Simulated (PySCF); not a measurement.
H₈OSi₃. Atoms are numbered in the order given.

```xyz
12

Si     0.1558    -0.5525    -0.3857
O      0.0056    -1.9989     0.4541
Si     1.7619     0.8602     0.5970
Si    -1.8932     0.5997    -0.5077
H      0.5978    -0.9270    -1.7608
H     -0.2741    -1.9227     1.3712
H      1.3520     1.1789     2.0023
H      3.1138     0.2218     0.6353
H      1.8484     2.1435    -0.1685
H     -2.3668     0.9238     0.8762
H     -1.7115     1.8845    -1.2537
H     -2.9479    -0.2147    -1.1866
```

Geometry: PBE0-D3(BJ)/def2-SVP. One conformer was computed; it need not be the lowest.

Calculation: PBE0/def2-TZVP (PySCF).

The molecule is in vacuum.

Computed frontier levels, gap, dipole moment and polarisability:
| Quantity | Value |
|---|---|
| highest occupied level | -7.46 eV |
| lowest empty level | -0.84 eV |
| orbital gap | 6.63 eV |
| dipole moment | 1.01 D |
| quadrupole, principal values (traceless, Buckingham form, about the centre of nuclear charge) | -5.73, -1.56, 7.29 D·Å |
| mean static polarisability | 92.2 bohr³ (13.66 Å³) |
| polarisability, principal values | 78.9, 86.4, 111.3 bohr³ |
